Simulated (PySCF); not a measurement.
# Spinor energies of O (oxygen, neutral)

Start: [He] 2s2 2p4; 2p1/2 filled at m_j = -1/2, +1/2; 2p3/2 filled at m_j = +1/2, +3/2. Calculated with PySCF 2.14 in an uncontracted even-tempered set (21 s from 0.019 bohr⁻², ratio 2.4; 13 p from 0.025 bohr⁻², ratio 2.4; 6 d from 0.93 bohr⁻², ratio 2.6; 5 f from 1.4 bohr⁻², ratio 2.6): generalised Hartree-Fock with the X2C-1e Hamiltonian and a Gaussian nucleus; one run each with spin-orbit coupling (SO) switched off, then screened by Boettger's factors.

```json
{"spinor shell": "1s1/2", "electrons": "2", "ε, spin-free (eV)": "-562.83", "ε, screened SO (eV)": "-562.82", "weight of nominal j (screened SO)": "1.000", "rms radius, screened SO (bohr)": "0.230"}
{"spinor shell": "2s1/2", "electrons": "2", "ε, spin-free (eV)": "-33.951", "ε, screened SO (eV)": "-33.948", "weight of nominal j (screened SO)": "1.000", "rms radius, screened SO (bohr)": "1.26"}
{"spinor shell": "2p3/2", "electrons": "2", "ε, spin-free (eV)": "-17.318", "ε, screened SO (eV)": "-18.660", "weight of nominal j (screened SO)": "0.832", "rms radius, screened SO (bohr)": "1.37"}
{"spinor shell": "2p1/2", "electrons": "2", "ε, spin-free (eV)": "-17.318", "ε, screened SO (eV)": "-15.976", "weight of nominal j (screened SO)": "0.669", "rms radius, screened SO (bohr)": "1.45"}
```

```csv
quantity,spin-free,screened SO
E (hartree),-74.86712,-74.86749
M_J,2,2
⟨J²⟩,6.013,6.013
⟨L²⟩,2.003,2.003
⟨S²⟩,2.010,2.010
```

Each row is a mean over spinors that exchange with the open shell spreads, by up to 9.377 eV (2s1/2).

Rows whose weight is well below 1 are mixtures of j = l ± 1/2: exchange outweighs spin-orbit coupling there, and the label is only the starting occupation.

Without spin-orbit coupling the j labels of p, d and f shells carry no meaning; the spin-free column gives the mean over the occupied spinors of each nl shell.
